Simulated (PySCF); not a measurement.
## Working out the ionisation energy of Ne⁺

Ne⁺ [He] 2s2 2p5 (2P) → Ne²⁺ [He] 2s2 2p4 (3P). All numbers are calculated (PySCF 2.14, the spin-free X2C one-electron Hamiltonian (Gaussian nucleus), in aug-cc-pVDZ-DK (4s3p2d, 23 functions)). Frozen: 1s2. Energies in hartree (1 hartree = 27.21139 eV):

```tsv
part	Ne⁺ (lower)	Ne²⁺ (upper)
UHF	-127.904092	-126.459842
CCSD correlation	-0.153633	-0.111051
(T)	-0.001654	-0.000866
```

Question: What does Hartree-Fock give?

Answer: (-126.459842) − (-127.904092) = 1.444250 hartree = 39.300 eV.

Question: What do CCSD and CCSD(T) give?

Answer: The CCSD correlation energies differ by 0.042582 hartree = 1.159 eV and the triples by 0.000788 hartree = 0.021 eV, so CCSD gives 40.459 eV and CCSD(T) 40.480 eV.

A first-order spin-orbit estimate adds -0.004 eV to CCSD(T) (valence), giving 40.476 eV against 40.963 eV (measured; NIST Atomic Spectra Database, ionization energies).

A double-zeta basis recovers only part of the correlation energy.

What remains against the reference includes basis incompleteness, the frozen core and higher excitations.
